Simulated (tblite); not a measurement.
Species: C₅H₁₄B₂Si.
SMILES with atom numbers: `[BH2:1][CH2:2][C@@H:3]1[C@@H:4]([BH2:5])[C@H:6]1[CH2:7][SiH3:8]` (hydrogens: H9, H10 on B1; H11, H12 on C2; H13 on C3; H14 on C4; H15, H16 on B5; H17 on C6; H18, H19 on C7; H20, H21, H22 on Si8)

Computed with GFN2-xTB (tblite), gas phase: L-BFGS steps from a force-field or distance-geometry start until the largest atomic force falls under 0.01 eV/Å.

Step 42: E = -598.4231 eV
```
atom  x, y, z in Å  |  force x, y, z in eV/Å
B1     -2.9489    1.4779   -0.2811    0.011   0.013  -0.027
C2     -2.2143    0.4538    0.6604   -0.106   0.041   0.009
C3     -1.0626   -0.2937    0.0344   -0.049   0.081  -0.017
C4     -0.0301   -0.9928    0.9335    0.019   0.070  -0.018
B5      0.3740   -2.4214    0.5747    0.050  -0.039   0.017
C6      0.3101    0.2449    0.0957    0.021  -0.028   0.051
C7      1.2408    0.2049   -1.0919    0.016   0.028   0.054
Si8     3.0243    0.6813   -0.6021    0.015  -0.026   0.011
H9     -2.4504    1.8154   -1.2858   -0.049  -0.004   0.040
H10    -3.9902    1.9190    0.0297    0.101  -0.033   0.014
H11    -1.8424    1.0193    1.5242   -0.014   0.007  -0.013
H12    -2.9187   -0.2643    1.0874   -0.088  -0.052   0.020
H13    -1.3328   -0.8349   -0.8642    0.008  -0.015   0.005
H14    -0.1491   -0.7456    1.9858    0.004  -0.034  -0.012
H15     0.4641   -2.7409   -0.5497    0.031  -0.071   0.049
H16     0.5411   -3.2180    1.4205   -0.008   0.041  -0.067
H17     0.4339    1.1411    0.6975   -0.026   0.025  -0.046
H18     0.8493    0.9042   -1.8375    0.075  -0.006   0.003
H19     1.2093   -0.7841   -1.5469    0.013   0.042  -0.006
H20     3.9598   -0.4107   -0.8690   -0.012  -0.033  -0.021
H21     3.0694    0.9950    0.8305    0.008  -0.002  -0.037
H22     3.4530    1.8690   -1.3479   -0.021  -0.007  -0.010
```

Step 43: E = -598.4250 eV
```
atom  x, y, z in Å  |  force x, y, z in eV/Å
B1     -2.9525    1.4766   -0.2797    0.025   0.022  -0.020
C2     -2.2181    0.4544    0.6623   -0.071   0.050  -0.014
C3     -1.0647   -0.2907    0.0358   -0.040   0.090  -0.041
C4     -0.0349   -0.9911    0.9325    0.092   0.050  -0.013
B5      0.3750   -2.4181    0.5715    0.032  -0.028   0.006
C6      0.3104    0.2472    0.0966   -0.008  -0.027   0.031
C7      1.2453    0.2022   -1.0899   -0.016   0.028   0.080
Si8     3.0299    0.6804   -0.6019   -0.029  -0.038   0.022
H9     -2.4551    1.8192   -1.2815   -0.031  -0.002   0.011
H10    -3.9926    1.9141    0.0320    0.048  -0.012   0.024
H11    -1.8442    1.0221    1.5243   -0.042  -0.018  -0.006
H12    -2.9255   -0.2644    1.0841   -0.053  -0.043   0.042
H13    -1.3360   -0.8331   -0.8614    0.011  -0.011  -0.013
H14    -0.1504   -0.7477    1.9853   -0.007  -0.022   0.009
H15     0.4620   -2.7440   -0.5504    0.029  -0.049   0.018
H16     0.5470   -3.2143    1.4134    0.002   0.011  -0.010
H17     0.4336    1.1464    0.6965   -0.024  -0.020  -0.060
H18     0.8554    0.8969   -1.8404    0.072   0.006   0.004
H19     1.2154   -0.7885   -1.5413    0.009   0.043   0.005
H20     3.9635   -0.4126   -0.8705   -0.006  -0.031  -0.017
H21     3.0720    0.9970    0.8302    0.016  -0.006  -0.037
H22     3.4543    1.8675   -1.3491   -0.010   0.006  -0.020
```

Step 44: E = -598.4269 eV
```
atom  x, y, z in Å  |  force x, y, z in eV/Å
B1     -2.9486    1.4753   -0.2809    0.013   0.029  -0.018
C2     -2.2218    0.4522    0.6639   -0.023   0.022  -0.017
C3     -1.0658   -0.2899    0.0380   -0.007   0.040  -0.032
C4     -0.0326   -0.9883    0.9338    0.096   0.032  -0.014
B5      0.3790   -2.4153    0.5725    0.021  -0.060  -0.009
C6      0.3099    0.2492    0.0981   -0.033  -0.008  -0.005
C7      1.2437    0.2059   -1.0899   -0.031   0.018   0.058
Si8     3.0299    0.6781   -0.6026   -0.043  -0.037   0.014
H9     -2.4519    1.8110   -1.2847   -0.025   0.001   0.003
H10    -3.9834    1.9198    0.0334    0.014   0.006   0.023
H11    -1.8467    1.0189    1.5262   -0.066  -0.029   0.000
H12    -2.9323   -0.2680    1.0812   -0.018  -0.010   0.036
H13    -1.3350   -0.8369   -0.8573    0.006   0.002  -0.017
H14    -0.1472   -0.7471    1.9867   -0.013  -0.012   0.021
H15     0.4759   -2.7416   -0.5500    0.026  -0.031   0.050
H16     0.5375   -3.2167    1.4140    0.004   0.038  -0.026
H17     0.4307    1.1512    0.6943   -0.021  -0.028  -0.049
H18     0.8551    0.9032   -1.8392    0.071   0.006   0.020
H19     1.2109   -0.7829   -1.5464    0.009   0.048   0.022
H20     3.9589   -0.4182   -0.8730   -0.003  -0.026  -0.015
H21     3.0696    0.9936    0.8291    0.024  -0.005  -0.025
H22     3.4539    1.8660   -1.3487   -0.003   0.004  -0.020
```

Step 45: E = -598.4287 eV
```
atom  x, y, z in Å  |  force x, y, z in eV/Å
B1     -2.9430    1.4748   -0.2824   -0.002   0.018  -0.016
C2     -2.2266    0.4495    0.6653    0.031  -0.026  -0.014
C3     -1.0672   -0.2890    0.0407    0.024  -0.041  -0.011
C4     -0.0270   -0.9847    0.9354    0.055  -0.007  -0.007
B5      0.3844   -2.4130    0.5740    0.001  -0.044  -0.011
C6      0.3081    0.2513    0.0994   -0.037   0.025  -0.045
C7      1.2402    0.2114   -1.0892   -0.025   0.002   0.005
Si8     3.0285    0.6744   -0.6034   -0.034  -0.022  -0.007
H9     -2.4474    1.7988   -1.2897   -0.018   0.010  -0.008
H10    -3.9710    1.9279    0.0354   -0.028   0.034   0.022
H11    -1.8517    1.0135    1.5290   -0.081  -0.026   0.018
H12    -2.9407   -0.2722    1.0777    0.018   0.027   0.019
H13    -1.3341   -0.8419   -0.8515   -0.001   0.011  -0.029
H14    -0.1431   -0.7464    1.9890   -0.010  -0.003   0.018
H15     0.4958   -2.7380   -0.5480    0.024  -0.020   0.059
H16     0.5240   -3.2190    1.4148    0.010   0.047  -0.029
H17     0.4263    1.1559    0.6904   -0.016  -0.006  -0.015
H18     0.8552    0.9127   -1.8369    0.062   0.013   0.037
H19     1.2045   -0.7738   -1.5537    0.005   0.041   0.039
H20     3.9529   -0.4257   -0.8771   -0.008  -0.015  -0.011
H21     3.0670    0.9891    0.8274    0.032  -0.003  -0.005
H22     3.4544    1.8639   -1.3482   -0.003  -0.015  -0.011
```

Q: Estimate the geometry and energy of step 46. (The exact step hangs on the optimiser's Hessian estimate; all steps are aligned on step 45, rigid shifts and turns removed.)

A: E = -598.4298 eV, largest force 0.084 eV/Å
```
atom  x, y, z in Å  |  force x, y, z in eV/Å
B1     -2.9387    1.4744   -0.2840   -0.026   0.013   0.006
C2     -2.2288    0.4471    0.6661    0.041  -0.040  -0.014
C3     -1.0677   -0.2899    0.0430    0.030  -0.078   0.002
C4     -0.0223   -0.9826    0.9367    0.020  -0.020  -0.002
B5      0.3878   -2.4121    0.5752   -0.006  -0.014  -0.009
C6      0.3062    0.2530    0.0994   -0.026   0.029  -0.045
C7      1.2371    0.2155   -1.0892   -0.008  -0.002  -0.024
Si8     3.0268    0.6717   -0.6043   -0.016  -0.010  -0.015
H9     -2.4442    1.7899   -1.2937   -0.013   0.017  -0.019
H10    -3.9625    1.9350    0.0368   -0.027   0.039   0.014
H11    -1.8565    1.0086    1.5319   -0.076  -0.018   0.029
H12    -2.9461   -0.2742    1.0752    0.032   0.036   0.006
H13    -1.3340   -0.8455   -0.8472   -0.004   0.008  -0.041
H14    -0.1401   -0.7457    1.9908   -0.003   0.000   0.006
H15     0.5110   -2.7351   -0.5460    0.021  -0.020   0.055
H16     0.5139   -3.2201    1.4157    0.014   0.041  -0.022
H17     0.4229    1.1586    0.6878   -0.015   0.013   0.005
H18     0.8553    0.9205   -1.8347    0.050   0.022   0.036
H19     1.1996   -0.7668   -1.5593    0.000   0.027   0.043
H20     3.9485   -0.4307   -0.8803   -0.015  -0.007  -0.008
H21     3.0658    0.9858    0.8263    0.035  -0.004   0.003
H22     3.4557    1.8622   -1.3477   -0.007  -0.030  -0.004
```

The energy changes by -0.0010 eV. The first-order estimate −F·Δx gives -0.0013 eV and the mean of the old and new forces, exact on a quadratic surface, -0.0010 eV. The step makes an angle of 80° with the force vector and moves no atom by more than 0.016 Å.

The cost below is that of the whole relaxation. The run took 1.6 s wall on one thread of an Arm Neoverse V1, shared host with 32 logical CPUs at a one-minute load of 26.
